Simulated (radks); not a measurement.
Values are calculated unless marked as measured or tabulated.
The table gives one normalised radial function P(r) = r R(r) of Sm+ in [Xe] 4f6 6s1 (r in bohr). Level of theory: scalar-relativistic Kohn-Sham, PBE, spin-polarised, spherical densities, finite nucleus; open shells are filled with parallel spins first (spin-orbit coupling, left out, can overturn this in heavy ions); Fermi nuclear charge, rms radius 5.0819 fm (a radial shooting solver on a logarithmic mesh with Libxc functionals).

r	P
0.002036	0.0684
0.002371	0.0765
0.00276	0.0853
0.003213	0.0945
0.00374	0.1042
0.004354	0.1141
0.005069	0.1238
0.005901	0.1331
0.006925	0.1417
0.008062	0.1481
0.009386	0.1517
0.01093	0.1516
0.01272	0.1466
0.01481	0.1353
0.01724	0.1164
0.02007	0.0890
0.02336	0.0524
0.02742	0.0042
0.03192	-0.0491
0.03716	-0.1065
0.04326	-0.1625
0.05036	-0.2096
0.05863	-0.2386
0.06825	-0.2395
0.07945	-0.2042
0.0925	-0.1288
0.1085	-0.0109
0.1264	0.1221
0.1471	0.2489
0.1713	0.3356
0.1994	0.3488
0.2321	0.2672
0.2702	0.0940
0.3146	-0.1360
0.3662	-0.3600
0.4297	-0.5076
0.5003	-0.5010
0.5824	-0.3305
0.678	-0.0276
0.7893	0.3345
0.9189	0.6675
1.07	0.8982
1.245	0.9890
1.45	0.9414
1.701	0.7800
1.981	0.5768
2.306	0.3783
2.684	0.2192
3.125	0.1114
3.638	0.0489
4.235	0.0181
4.93	0.0055
5.74	0.0013
6.736	0.0002
7.841	0.0000
9.129	0.0000
10.63	0.0000
12.37	0.0000

Which n and l does it have? It may be an empty orbital.

Answer. n = 5, l = 0: the number of nodes gives n - l - 1 = 4, the rise at small r (about r^(l+1), flatter next to the nucleus through relativity) gives l, and the extent must fit the shell. The curve is that of 5s down; the table hardly tells the two spins apart. 5s down: eigenvalue -47.519 eV, 4 radial nodes at r = 0.0278, 0.110, 0.288, 0.686 bohr, <r> = 1.42 bohr, 90 % of the charge inside 2.05 bohr.
